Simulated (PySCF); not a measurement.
AsFH₄Si, SMILES F[SiH2][AsH2]. Atoms are numbered in the order given.

```xyz
7

Si    -1.1536     0.2956     0.5241
F     -2.1123    -0.7356    -0.3041
As     1.0675     0.0280    -0.2510
H     -1.3271     0.0022     1.9699
H     -1.5966     1.6833     0.2304
H      1.5438     1.0273     0.8038
H      1.3128    -1.1568     0.6790
```

Geometry optimised at TPSSh-D3(BJ)/def2-SVP.

All values below come from PBE0/pcSseg-1 (PySCF).

GIAO shieldings, no solvent; atoms listed in one row are averaged. δ = σ(ref) − σ: ²⁹Si against TMS (σ = 352.7 ppm); ¹⁹F against CFCl3 (σ = 167.2 ppm); ⁷⁵As against AsH3 (σ = 1910.2 ppm); ¹H against TMS (σ = 31.56 ppm), references at their B3LYP-D3(BJ)/def2-TZVP geometries, non-relativistic.

**Question.** Estimate the chemical shifts. (Estimate from the structure and the level; the computed values follow.)

**Answer.** 
```tsv
nucleus	atoms	count	δ (ppm)
²⁹Si	Si1	1	25.3
¹⁹F	F2	1	-234.4
⁷⁵As	As3	1	-9.9
¹H	H4	1	6.37
¹H	H5	1	6.03
¹H	H7	1	2.60
¹H	H6	1	1.90
```
